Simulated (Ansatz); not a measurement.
Reaction (hydrogenolysis of a C–O bond): `C[CH](O)[InH2]` + H₂ → `C[CH2][InH2]` + H₂O

Program: Ansatz. Geometries: PBE0-D4/def2-TZVP. ΔE: electronic, gas phase. CBS: MP2 limit from def2 TZ/QZ plus the TZ coupled-cluster correction, frozen cores. This one scheme is used for every species. Functionals use def2-TZVPP. HSE06 is defined as in plane-wave codes. def2 core potentials past Kr. For In outer-core shells are correlated without core-valence functions, which leaves a few kJ/mol of doubt a bond. Each species was taken in one conformer, which may not be the lowest.

```tsv
level	ΔE (kJ/mol)	difference from CCSD(T)/CBS
revPBE-D4	-100.4	14.4
r2SCAN-D4	-106.1	8.7
B97M-V	-111.2	3.6
r2SCANh-D4	-109.0	5.8
HSE06-D4	-112.1	2.7
PBE	-107.5	7.3
r2SCAN	-107.0	7.8
LC-ωPBE	-115.4	-0.6
CCSD/def2-TZVPP	-117.3	-2.5
HF/CBS(def2)	-124.9	-10.1
CCSD(T)/CBS	-114.8	0
```

Largest T1 diagnostic among the species: 0.013.

Leaving LDA and LC-ωPBE aside and taking each functional with its dispersion term where it has one, the values, not all of them listed here, spread over 18.4 kJ/mol, from PBE-QIDH to BLYP-D4. LDA lies +6.6 kJ/mol from PBE without D4. From BLYP to BHLYP (50 % exact exchange), in def2-TZVPP and without D4, ΔE moves by −10.7 kJ/mol.

CCSD(T)/CBS has its own doubt, a few kJ/mol and more with outer-core shells, so smaller differences from it don't rank the levels.
